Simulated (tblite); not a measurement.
Compound: C₄H₁₁AsOSi₂.
SMILES with atom numbers: `[CH2:1]=[CH:2][Si@@H:3]1[O:4][SiH2:5][CH2:6][As:7]1[CH3:8]` (hydrogens: H9, H10 on C1; H11 on C2; H12 on Si3; H13, H14 on Si5; H15, H16 on C6; H17, H18, H19 on C8)

Computed with GFN2-xTB (tblite), gas phase: L-BFGS steps from a force-field or distance-geometry start until the largest atomic force falls under 0.01 eV/Å.

Step 147: E = -656.3559 eV
```
atom  x, y, z in Å  |  force x, y, z in eV/Å
C1      2.8789   -1.0218    0.5344    0.000  -0.003  -0.054
C2      2.4315   -0.6814   -0.6627   -0.009  -0.012   0.041
Si3     0.5885   -0.5260   -1.0465    0.012   0.019  -0.028
O4      0.2634    1.0838   -1.2022   -0.003  -0.033   0.009
Si5    -0.4209    2.0381   -0.0803    0.000   0.002  -0.001
C6     -0.8593    0.8573    1.3507    0.014   0.000  -0.017
As7    -0.7397   -1.0573    0.8045   -0.011  -0.011  -0.006
C8     -2.4235   -1.1210   -0.2298   -0.013  -0.020  -0.006
H9      2.1908   -1.2764    1.3327   -0.007  -0.003   0.033
H10     3.9275   -1.0724    0.7840    0.025  -0.015  -0.003
H11     3.1395   -0.4394   -1.4438    0.011   0.005   0.003
H12     0.2650   -1.0301   -2.3889    0.004   0.017   0.021
H13     0.6096    2.9963    0.3170   -0.025   0.026  -0.013
H14    -1.5935    2.6246   -0.7300    0.011  -0.002   0.015
H15    -0.1644    1.0104    2.1814    0.008   0.018   0.005
H16    -1.8560    1.0459    1.7555   -0.016  -0.007  -0.007
H17    -2.4686   -2.0433   -0.8098   -0.009   0.010  -0.005
H18    -3.2870   -1.1038    0.4373    0.020   0.006   0.006
H19    -2.4915   -0.2742   -0.9109   -0.011   0.002   0.007
```

Step 148: E = -656.3565 eV
```
atom  x, y, z in Å  |  force x, y, z in eV/Å
C1      2.8800   -1.0317    0.5368    0.017  -0.001  -0.072
C2      2.4317   -0.6767   -0.6559   -0.006  -0.013   0.055
Si3     0.5900   -0.5263   -1.0443   -0.009   0.022  -0.029
O4      0.2614    1.0827   -1.2027   -0.007  -0.027   0.008
Si5    -0.4294    2.0370   -0.0843    0.001   0.008  -0.005
C6     -0.8546    0.8579    1.3521    0.017   0.013  -0.024
As7    -0.7425   -1.0563    0.8042    0.002  -0.014   0.005
C8     -2.4241   -1.1170   -0.2324   -0.015  -0.023  -0.014
H9      2.1947   -1.3017    1.3318   -0.019  -0.007   0.035
H10     3.9295   -1.0808    0.7836    0.017  -0.011   0.004
H11     3.1398   -0.4178   -1.4310    0.020   0.003  -0.010
H12     0.2673   -1.0322   -2.3868    0.010   0.018   0.029
H13     0.5954    3.0054    0.3035   -0.027   0.023  -0.009
H14    -1.6083    2.6151   -0.7310    0.017  -0.010   0.014
H15    -0.1476    1.0112    2.1726    0.000   0.011   0.008
H16    -1.8458    1.0489    1.7696   -0.011  -0.009  -0.008
H17    -2.4683   -2.0427   -0.8081   -0.024   0.026   0.004
H18    -3.2891   -1.0925    0.4325    0.020  -0.010   0.006
H19    -2.4897   -0.2732   -0.9175   -0.002   0.002   0.001
```

Question: Estimate the geometry and energy of step 149. (The exact step hangs on the optimiser's Hessian estimate; all steps are aligned on step 148, rigid shifts and turns removed.)

Answer: E = -656.3571 eV, largest force 0.069 eV/Å
```
atom  x, y, z in Å  |  force x, y, z in eV/Å
C1      2.8822   -1.0435    0.5389    0.026  -0.002  -0.064
C2      2.4328   -0.6708   -0.6482   -0.003  -0.013   0.065
Si3     0.5922   -0.5248   -1.0418   -0.025   0.017  -0.018
O4      0.2559    1.0819   -1.2043   -0.006  -0.015   0.006
Si5    -0.4394    2.0367   -0.0888    0.003   0.005  -0.008
C6     -0.8489    0.8583    1.3529    0.013   0.023  -0.033
As7    -0.7447   -1.0559    0.8037    0.014  -0.009   0.008
C8     -2.4251   -1.1126   -0.2351   -0.014  -0.010  -0.015
H9      2.2000   -1.3283    1.3317   -0.024  -0.008   0.021
H10     3.9326   -1.0934    0.7832    0.007  -0.007   0.004
H11     3.1414   -0.3960   -1.4168    0.024   0.002  -0.021
H12     0.2737   -1.0343   -2.3838    0.012   0.017   0.026
H13     0.5796    3.0161    0.2867   -0.030   0.018  -0.005
H14    -1.6272    2.6046   -0.7292    0.024  -0.017   0.010
H15    -0.1309    1.0123    2.1634   -0.002   0.004   0.015
H16    -1.8348    1.0510    1.7822   -0.010  -0.008  -0.004
H17    -2.4703   -2.0411   -0.8065   -0.037   0.033   0.008
H18    -3.2908   -1.0795    0.4283    0.019  -0.028   0.009
H19    -2.4880   -0.2713   -0.9237    0.010  -0.002  -0.004
```

The energy changes by -0.0006 eV. The first-order estimate −F·Δx gives -0.0008 eV and the mean of the old and new forces, exact on a quadratic surface, -0.0006 eV. The step makes an angle of 85° with the force vector and moves no atom by more than 0.027 Å.

The cost below is that of the whole relaxation. Time: 1.9 s. Hardware: Arm Neoverse V2, one thread, shared host.
